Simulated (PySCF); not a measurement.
Unknown compound

The spectra below were simulated for a compound C₆H₅NOP₂.

$^{1}$H NMR (300 MHz, computed): δ 9.69 (m, 1H), 9.24 (m, 1H), 4.40 (s, 3H).

$^{13}$C{$^{1}$H} NMR (computed): δ 207.2 (C), 168.3 (CH), 157.9 (CH), 135.5 (C), 121.5 (C), 59.5 (CH3).

Computed data (PySCF 2.14): geometry from GFN2-xTB, shieldings: GIAO PBE0/pcSseg-1. Rapidly exchanging positions averaged, in vacuum, non-relativistic Hamiltonian, single conformer.

Shifts are taken against calculated references (same method and geometry level): TMS for $^{1}$H, $^{13}$C.

Task: What is the structure?

Result: 
1. 6 carbon signals for 6 carbons: no two carbons are equivalent.
2. Carbon types of the structure: 3 × C, 2 × CH, 1 × CH3, which accounts for all hydrogens.
3. δC 207.2: aromatic carbon bearing oxygen; the electronegative substituent deshields the carbon that carries it.
4. δC 168.3, 157.9: aromatic CH.
5. δC 135.5: substituted aromatic carbon.
6. δC 121.5: nitrile carbon; C≡N carbons fall here, among the sp2 signals but without a proton.
7. δC 59.5: methyl carbon bonded to O; pulled downfield by the heteroatom.
8. δH 9.69, 9.24: hydrogen on an aromatic CH; aromatic region.
9. δH 4.40: hydrogen on a methyl carbon bonded to O; its carbon carries O, hence the downfield position.

Structure: `COc1pccpc1C#N`.

The data come from this structure; uniqueness wasn't tested.

Splittings by $^{31}$P in the carbon and heteronuclear signals aren't shown, as no couplings were computed. Shifts are as computed. Against solution values, carbons near 30 ppm lie about +3 ppm off and those near 130 ppm about +5 ppm. Of 1211 compounds with measured shifts, 218 miss one by over three times the rms of a fit or turn the order of signals round; such compounds aren't used in these exercises. No couplings were computed; multiplicities are counted from neighbouring protons, with m where these are inequivalent, close in shift, in a saturated or five-membered ring or joined by F or P, and br s for small geminal =CH2 splittings.
